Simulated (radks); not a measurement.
Spherical quantum dot in the effective-mass picture: electrons in a parabolic well V = omega^2 r^2 / 2 with omega = 1.71, all in effective atomic units (hartree* = m*/eps^2 hartree, bohr* = eps/m* bohr), one dielectric constant everywhere. Calculated with a radial shooting solver with Libxc functionals: non-relativistic Kohn-Sham, r2SCAN, spin-polarised, spherical densities, generalised Kohn-Sham scheme. Levels are named by radial order and angular momentum (1s, 1p, 1d, 2s, ...), and open shells are averaged over m.

N = 24, configuration 1s2 1p6 1d10 2s2 1f(up 4, down 0). This is the lowest configuration that the search found. Occupied and some empty levels:

level    occupation  eigenvalue (hartree*)  <r> (bohr*)
1s up             1                 16.510        1.249
1s down           1                 16.533        1.227
1p up             3                 17.363        1.567
1p down           3                 17.423        1.548
1d up             5                 18.327        1.787
1d down           5                 18.417        1.777
2s up             1                 18.525        1.548
2s down           1                 18.595        1.559
1f up             4                 19.394        1.962
1f down           0                 19.503        1.958
2p up             0                 19.715        1.744
2p down           0                 19.781        1.751
1g up             0                 20.551        2.112
1g down           0                 20.675        2.111
2d up             0                 20.948        1.932
2d down           0                 21.027        1.930

Energy (hartree*): total 288.787, kinetic 40.897, external 110.15, Hartree 152.45, exchange-correlation -14.712.
